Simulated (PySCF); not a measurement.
Compound: C₃H₈N₂OSi.
Structure used (GFN2-xTB), in Å, numbered top down from 1:
```
atom  x, y, z in Å
C1    -2.8207    0.9495    0.0086
C2    -1.9966   -0.0316   -0.3273
N3    -0.6527   -0.0584    0.0001
C4     0.2064   -1.0664   -0.3360
O5    -0.1605   -2.0454   -0.9598
Si6    2.0120   -0.8541    0.2683
N7     2.2168    0.8609    0.3833
H8    -3.8561    0.9260   -0.2730
H9    -2.4868    1.8042    0.5730
H10   -2.3101   -0.8973   -0.8924
H11   -0.2837    0.7185    0.5303
H12    2.8871   -1.5876   -0.6472
H13    2.1454   -1.3361    1.6426
H14    2.0511    1.4241   -0.4382
H15    3.0441    1.2015    0.8484
```

Computed at PBE0/pcSseg-1 (PySCF, non-relativistic), with Q(14N) = 0.02044 b, Q(17O) = −0.0256 b: N3, 14N (I = 1): χzz = -3.630 MHz, η = 0.158; O5, 17O (I = 5/2): χzz = 10.03 MHz, η = 0.128; N7, 14N (I = 1): χzz = -4.225 MHz, η = 0.338.

(1) Where would the pure quadrupole (NQR) lines of 14N at N3 fall for the rigid, isolated species?

(2) Find the zero-field quadrupole resonance frequencies of 17O at O5.

(3) Find the zero-field quadrupole resonance frequencies of 14N at N7.

Results:

(1) From ν± = (3/4)|χ|(1 ± η/3) and ν0 = |χ|η/2: ν+ 2.866 MHz, ν− 2.579 MHz, ν0 0.287 MHz (nitrogen bound to a carbonyl carbon).

(2) From the eigenvalues of H = χ/[4I(2I − 1)] × [3Iz² − I(I + 1) + η(Ix² − Iy²)], steps between neighbouring levels, labelled as for η = 0: ±1/2↔±3/2 1.532 MHz, ±3/2↔±5/2 3.000 MHz (carbonyl oxygen).

(3) From ν± = (3/4)|χ|(1 ± η/3) and ν0 = |χ|η/2: ν+ 3.526 MHz, ν− 2.812 MHz, ν0 0.714 MHz (silicon-bound nitrogen).

In a crystal, neighbours and librations shift these lines. GFN2-xTB bond lengths can be off by several hundredths of an ångström, more for odd bonds, and the gradients follow them. With so small a basis the couplings can be 20 % off.

One conformer stands for the species.
